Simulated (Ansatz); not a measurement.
System: sum formula AlO$_{2}$BrH$_{2}$ (charge 0, singlet). 
Geometry from a B3LYP-D3(BJ)/def2-TZVP (Ansatz, an electronic-structure program) optimisation:
```
Al
O 1 1.6880
H 2 0.9575 1 125.54
O 1 1.6880 2 125.62 3 0.00
H 4 0.9575 1 125.54 2 0.00
Br 1 2.2406 2 117.19 3 -180.00
```
Charge 0, spin multiplicity 1.

Property: vertical triplet-singlet gap (E(triplet) - E(singlet); each state is the SCF solution reached for its spin), in kcal/mol. Valence correlation only, unless marked. UHF or UKS for open shells. Spin-orbit coupling is left out. The frozen core is the preceding noble-gas configuration, with the filled d and f shells of earlier blocks. Non-relativistic. CBS marks a two-point X^-3 extrapolation of the correlation energy; Hartree-Fock from the larger set.

CCSD(T)/CBS(def2-TZVPPD,def2-QZVPPD) (Ansatz) gives 154.9 kcal/mol.

**Question.** Another calculation gave 140.4 kcal/mol. Which level was it?
A) PBE/def2-TZVPD (Ansatz)
B) B2PLYP/def2-TZVPD (Ansatz)
C) wB97X-V/def2-TZVPD (Ansatz)
D) B3LYP/def2-TZVPD (Ansatz)

**Answer.** D, B3LYP/def2-TZVPD (Ansatz). The others give 149.7 (B2PLYP), 155.2 (wB97X-V), 127.4 (PBE) kcal/mol.
